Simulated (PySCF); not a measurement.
4,5-dihydro-1,3-oxazol-2-ylsilane (C3H7NOSi), SMILES C1CN=C([SiH3])O1. Heavy atoms are numbered as in [SiH3:1][C:2]1=[N:3][CH2:4][CH2:5][O:6]1. Hydrogens are named by the atom that carries them.

Geometry: r2SCAN-D4/def2-SVP. The values are those of a single conformer.

These are PySCF with r2SCAN/def2-TZVP values and carry that method's errors.

ESP charges are fitted to the potential on shells at 1.4 to 2.0 van der Waals radii. Atomic charges (e), one atom of each kind:

```tsv
atom	ESP fit	Löwdin
Si1 (SiH3)	-0.10	0.34
C2	0.72	-0.50
N3	-0.65	0.07
C4 (CH2)	0.19	-0.29
C5 (CH2)	-0.14	-0.27
O6	-0.36	0.22
H on Si1	0.01	-0.03
H on C4	0.05	0.13
H on C5	0.11	0.12
```

Computed Mayer and Wiberg (Löwdin basis) orders of the bonds:
```
bond    Mayer  Wiberg
------  -----  ------
Si1–C2   0.93    1.07
C2–N3    1.85    2.18
N3–C4    0.96    1.30
C4–C5    0.99    1.20
C2–O6    1.08    1.62
C5–O6    0.91    1.34
```
